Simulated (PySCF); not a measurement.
PySCF job for C₂H₅Te, SMILES [CH2][Te]C (connectivity only; charge and spin as stated), charge +1, multiplicity 1, IEF-PCM-ωB97X/def2-SVP. Geometry optimised at B3LYP-D3(BJ)/def2-SVP. The spin state was assumed, not searched. The isomer is the one that the SMILES or the coordinates give; other isomers of the formula were not compared. The def2 effective core potentials stand for the cores of Te; spin–orbit coupling is left out.

```python
import numpy as np
from pyscf import gto, scf, dft
from pyscf.solvent import pcm

mol = gto.M(
    atom='''
    C    -1.22039818    1.30441851    0.00000000
    Te    0.33572030    0.11140609    0.00000000
    C    -0.70665398   -1.78310181   -0.00000000
    H    -1.06545862    2.39026544   -0.00000000
    H    -2.25035134    0.92800043    0.00000000
    H    -0.39653779   -2.32548066    0.90364768
    H    -1.78625725   -1.58832162   -0.00000000
    H    -0.39653778   -2.32548066   -0.90364768
    ''',
    basis='def2-SVP',
    ecp={'Te': 'def2-svp'},
    charge=1,
    spin=0,
    max_memory=1600,
    verbose=3,
)
mf = dft.RKS(mol, xc='wb97x').density_fit(auxbasis='def2-universal-jkfit')
mf.grids.level = 3
mf.conv_tol = 1e-9
mf.max_cycle = 100
mf.kernel()
res = {}
for name, eps in {'water': 78.355, 'diethylether': 4.24, 'cyclohexanone': 15.619}.items():
    s = mf.PCM()
    s.with_solvent.method, s.with_solvent.eps, s.with_solvent.lebedev_order = 'IEF-PCM', eps, 29
    s.kernel(mf.make_rdm1())
    res[name] = (s.e_tot, eps, s.dip_moment(), s.mo_energy, s.converged)
    print(f'{name}: electrostatic solvation free energy {(s.e_tot - mf.e_tot) * 627.509474:.3f} kcal/mol')
```

Log of the run:

```
converged SCF energy = -346.865453799745

WARN: PCM is an experimental feature. It is still in testing.
Features and APIs may be changed in the future.

converged SCF energy = -346.957884875705

WARN: System has nonzero charge 1; the dipole moment is origin-dependent.
Location of origin: [0. 0. 0.]

Dipole moment(X, Y, Z, Debye): -1.81431,  0.29852,  0.00000
water: electrostatic solvation free energy -58.001 kcal/mol

WARN: PCM is an experimental feature. It is still in testing.
Features and APIs may be changed in the future.

converged SCF energy = -346.936861954756

WARN: System has nonzero charge 1; the dipole moment is origin-dependent.
Location of origin: [0. 0. 0.]

Dipole moment(X, Y, Z, Debye): -1.80469,  0.23388,  0.00000
diethylether: electrostatic solvation free energy -44.809 kcal/mol

WARN: PCM is an experimental feature. It is still in testing.
Features and APIs may be changed in the future.

converged SCF energy = -346.953045990003

WARN: System has nonzero charge 1; the dipole moment is origin-dependent.
Location of origin: [0. 0. 0.]

Dipole moment(X, Y, Z, Debye): -1.81162,  0.28254,  0.00000
cyclohexanone: electrostatic solvation free energy -54.965 kcal/mol
```

Self-consistency was reached.
